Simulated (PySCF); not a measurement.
Ranking problems on computed properties.

Species are written as SMILES; each is one conformer at its optimised geometry, gas phase, non-relativistic unless stated; the electronic structure was computed with PySCF and density fitting.

Dipoles, sizes and rotational constants follow the conformer. The torsions of the flexible species, by atom-mapped SMILES:
- `[CH3:1][Si@:2]([SiH3:3])([C:4]#[N:5])[N:6]([SiH3:7])[SiH3:8]`: C1–Si2–N6–Si7 -29°
- `[CH3:1][C:2](=[S:3])[SiH:4]([SiH3:5])[SiH3:6]`: C1–C2–Si4–Si5 117°
- `[CH3:1][O:2]/[C:3](=[CH:4]/[SiH2:5][CH3:6])[CH2:7][C:8]#[N:9]`: C1–O2–C3–C4 -3°, C3–C4–Si5–C6 -179°, O2–C3–C7–C8 -97°
- `[CH:1]1=[CH:2][Si@H:3]([NH:4][CH:5]2[CH2:6][CH2:7]2)[O:8][CH2:9]1`: C2–Si3–N4–C5 91°, Si3–N4–C5–C6 105°
- `[F:1][CH2:2][O:3][C@@H:4]([F:5])[CH2:6][CH2:7][SiH3:8]`: F1–C2–O3–C4 71°, C2–O3–C4–F5 70°, O3–C4–C6–C7 65°, C4–C6–C7–Si8 62°
- `[H]/[N:5]=[CH:4]/[C@:3]([CH:2]=[CH2:1])([CH:6]=[O:7])[CH2:8][SiH3:9]`: C1–C2–C3–C4 7°, C2–C3–C4–N5 -101°, C2–C3–C6–O7 -132°, C2–C3–C8–Si9 80°
- `[CH3:1][SiH2:2][c:3]1[cH:4][cH:5][c:6]([CH2:7][NH2:8])[o:9]1`: C1–Si2–C3–C4 10°, C5–C6–C7–N8 -78°, H–N8–C7–C6 -59°, H–N8–C7–C6 59°
- `[CH:1]#[C:2][C@@H:3]([CH2:4][CH3:5])[NH:6][C:7](=[O:8])[SiH3:9]`: C2–C3–C4–C5 -175°, C2–C3–N6–C7 121°, C3–N6–C7–O8 0°

The conformers of `[SiH3]N[Si@@H]1CC[Si@H](S)N1`, `N#CC[C@@H]1C[SiH2]CCO1` and `C[SiH2]C[C@H](CF)[SiH2]P` aren't listed.

(1) Rank by HOMO–LUMO gap, highest first (PBE0/pcSseg-1 at GFN2-xTB geometries).
A. `C1=C[Si@H](NC2CC2)OC1`
B. `[SiH3]N[Si@@H]1CC[Si@@H](N1)S`
C. `N#CC[C@@H]1C[SiH2]CCO1`
D. `CO/C(=C/[SiH2]C)CC#N`
E. `C[Si@]([SiH3])(C#N)N([SiH3])[SiH3]`
F. `FCO[C@@H](F)CC[SiH3]`
G. `CC(=S)[SiH]([SiH3])[SiH3]`

(2) By how much do the two ends of that ranking differ?

(3) Rank by dipole moment, lowest first (PBE0/pcSseg-1 at GFN2-xTB geometries).
A. `CO/C(=C/[SiH2]C)CC#N`
B. `C#C[C@@H](CC)NC(=O)[SiH3]`
C. `C[Si@]([SiH3])(C#N)N([SiH3])[SiH3]`
D. `C[SiH2]C1=CC=C(CN)O1`
E. `CC(=S)[SiH]([SiH3])[SiH3]`
F. `[H]/N=C/[C@](C=C)(C=O)C[SiH3]`
G. `O1[Si@@H](NC2CC2)C=CC1`

(4) Rank by smallest rotational constant, highest first (GFN2-xTB).
A. `C[SiH2]c1ccc(CN)o1`
B. `[H]/N=C/[C@](C=C)(C=O)C[SiH3]`
C. `O(C)/C(CC#N)=C/[SiH2]C`
D. `CC(=S)[SiH]([SiH3])[SiH3]`

(5) Rank by HOMO energy, lowest first (PBE0/pcSseg-1 at GFN2-xTB geometries).
A. `C(#N)C/C(=C\[SiH2]C)OC`
B. `C([SiH2]C)[C@H](CF)[SiH2]P`
C. `N#CC[C@@H]1C[SiH2]CCO1`
D. `C=C[C@](C=O)(/C=N/[H])C[SiH3]`
E. `C#C[C@@H](CC)NC(=O)[SiH3]`
F. `[SiH3][SiH](C(=S)C)[SiH3]`
G. `FCO[C@@H](F)CC[SiH3]`

(6) By how much do the two ends of that ranking differ?

Results:

(1) F (9.59 eV), C (8.50 eV), B (7.30 eV), D (6.87 eV), E (6.63 eV), A (6.35 eV), G (3.86 eV).

(2) By 5.73 eV, between `FCO[C@@H](F)CC[SiH3]` and `CC(=S)[SiH]([SiH3])[SiH3]`.

(3) G (0.75 D), D (1.83 D), E (2.06 D), F (2.37 D), B (3.22 D), C (3.75 D), A (4.47 D).

(4) B (0.967 GHz), D (0.825 GHz), C (0.644 GHz), A (0.593 GHz).

(5) G (-8.74 eV), C (-7.82 eV), B (-7.51 eV), D (-7.40 eV), A (-7.15 eV), E (-7.03 eV), F (-6.35 eV).

(6) By 2.39 eV, between `CC(=S)[SiH]([SiH3])[SiH3]` and `FCO[C@@H](F)CC[SiH3]`.
